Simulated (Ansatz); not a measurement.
Start from `FCO[SiH2]Cl` and change one atom or group to get `C[SiH2]OCF`.

Ansatz, PBE0-D4/def2-TZVP geometries, multiplicity 1. Each molecule was computed in one conformer, which needn't be the lowest.

```tsv
property	`FCO[SiH2]Cl`
HOMO energy (B3LYP/def2-TZVPP) / eV	-8.80
LUMO energy (B3LYP/def2-TZVPP) / eV	0.15
HOMO–LUMO gap (ωB97M-V/def2-TZVPP) / eV	13.42
HOMO energy (PBE/def2-TZVPP) / eV	-7.59
LUMO energy (PBE0/def2-TZVPP) / eV	0.37
size of the dipole moment (B3LYP/def2-TZVPP) / D	1.02
```

(1) Give the same properties after the change, and the shifts. (Estimate.)

## Answers

(1) Ansatz gave: 
```
                                        property  `C[SiH2]OCF`  shift
             HOMO energy (B3LYP/def2-TZVPP) / eV         -8.40   0.40
             LUMO energy (B3LYP/def2-TZVPP) / eV          0.47   0.32
         HOMO–LUMO gap (ωB97M-V/def2-TZVPP) / eV         13.24  -0.18
               HOMO energy (PBE/def2-TZVPP) / eV         -7.10   0.49
              LUMO energy (PBE0/def2-TZVPP) / eV          0.70   0.33
size of the dipole moment (B3LYP/def2-TZVPP) / D          0.77  -0.25
```

With PBE0 the HOMO rises by 0.42 eV and the LUMO rises by 0.33 eV, so the gap narrows by about 0.09 eV. PBE moves the HOMO by 0.49 eV and ωB97M-V by 0.34 eV. The zero-point energy changes by 90.6 kJ/mol with +9 modes. Dipoles are sizes alone; their direction can turn.

Positive LUMOs are unbound, so they and the gaps depend on the basis.

B3LYP here is the variant with VWN-RPA as its local correlation; programs differ in this.
